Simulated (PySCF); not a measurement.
# NMR problem set

One conformer, isolated molecule, one averaged value for each set of equivalent atoms, relativity neglected. Coordinates at the GFN2-xTB level; shielding tensors at PBE0/pcSseg-1 (GIAO); PySCF 2.14.

Referencing at the same level of theory: TMS for 1H and 13C. Where no couplings were computed, multiplicities follow the n + 1 count of equivalent neighbours, and m marks all less simple cases (inequivalent or close neighbours, rings, F or P nearby). Shifts are as computed. Against solution values, carbons near 30 ppm lie about +3 ppm off and those near 130 ppm about +5 ppm; carbons on Cl a further +6 ppm. Of 1211 compounds with measured shifts, 218 miss one by over three times the rms of a fit or turn the order of signals round; such compounds aren't used in these exercises. Carbons bonded to Cl come out too deshielded. OH and NH positions are gas-phase values without hydrogen bonding to other molecules.

Q: C6H5ClO. 1H NMR (600 MHz, computed): δ 7.60 (d, 1H), 7.49 (m, 1H), 7.31 (d, 1H), 7.09 (m, 1H), 5.83 (br s, 1H). 13C{1H} NMR (computed): δ 159.1, 134.7, 134.3, 128.9, 125.2, 120.7. Give a structure.

A: SMILES Oc1ccccc1Cl. Rings plus π bonds: 4 (1 ring in the answer). 6 carbon signals for 6 carbons: no two carbons are equivalent. Carbon types of the structure: 2 × C, 4 × CH, leaving 1 H on heteroatoms. δC 159.1: aromatic carbon bearing oxygen; an ipso carbon deshielded by its heteroatom. δC 134.7, 134.3, 125.2, 120.7: aromatic CH. δC 128.9: aromatic carbon bearing chlorine. δH 5.83: hydrogen on a phenol-type oxygen; exchangeable; this is the value without hydrogen bonding to other molecules.

The shifts were computed for this structure.

Q: C5H8ClNSi2. 1H NMR (600 MHz, computed): δ 8.94 (s, 1H), 7.81 (m, 1H), 7.80 (m, 1H), 4.73 (q, 2H), 3.71 (t, 3H). 13C{1H} NMR (computed): δ 165.0 (C), 154.6 (CH), 143.8 (C), 140.5 (CH), 137.1 (CH). Give a structure.

A: `[SiH3][SiH2]c1ccc(Cl)cn1`. The formula gives 4 degrees of unsaturation (1 ring in the answer). 5 carbon signals for 5 carbons: no two carbons are equivalent. Carbon types of the structure: 2 × C, 3 × CH, leaving 5 H on heteroatoms. δC 165.0: substituted aromatic carbon next to a ring nitrogen. δC 154.6: aromatic CH next to a ring nitrogen; the adjacent pyridine-type nitrogen withdraws density from it. δC 143.8: aromatic carbon bearing chlorine. δH 8.94: hydrogen on an aromatic CH next to a ring nitrogen; ring current plus the neighbouring ring nitrogen.

This is the structure that produced the data.
